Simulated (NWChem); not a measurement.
Species: C2H4GeO2; SMILES [O]1[GeH2][O]C1=C

```xyz
9

C      0.0000     0.0000    -2.5926
C      0.0000     0.0000    -1.2632
O      0.0000     1.1129    -0.4332
Ge     0.0000     0.0000     1.0197
O      0.0000    -1.1129    -0.4332
H      0.0000    -0.9362    -3.1352
H      0.0000     0.9362    -3.1352
H     -1.3015     0.0000     1.8530
H      1.3015     0.0000     1.8530
```
Atoms are numbered in this order, from 1.

Computed with NWChem. Coordinates come from a B3LYP/6-31G* (spherical d) optimisation. Hybrids' shares of exact exchange are those that their runs print; pure functionals count as 0. The functionals differ in more than this share.

| row | share of exact exchange | highest occupied level (eV) |
|---|---|---|
| PBE/def2-SVP | 0.00 | -4.88 |
| LDA (Slater exchange, VWN5)/def2-SVP | 0.00 | -5.05 |
| TPSSh/def2-SVP | 0.10 | -5.44 |
| B3LYP/def2-SVP | 0.20 | withheld |
| Hartree-Fock/def2-SVP | 1.00 | -8.84 |

Fit a straight line of the last column on the one before it, predict the withheld value, and compare with the run.


1. Means of the 4 shown rows: x = 0.275, y = -6.053. Slope Σ(x − x̄)(y − ȳ)/Σ(x − x̄)² = -2.726/0.7075 = -3.853; intercept -4.993.
2. The shown rows scatter about the line by 0.070 (root mean square); the largest residual is +0.11, at PBE/def2-SVP.
3. At x = 0.20 (B3LYP/def2-SVP; inside the shown range) the line gives -5.76.
4. The run gives -5.86, -0.10 from the line, 1.4 times the scatter.
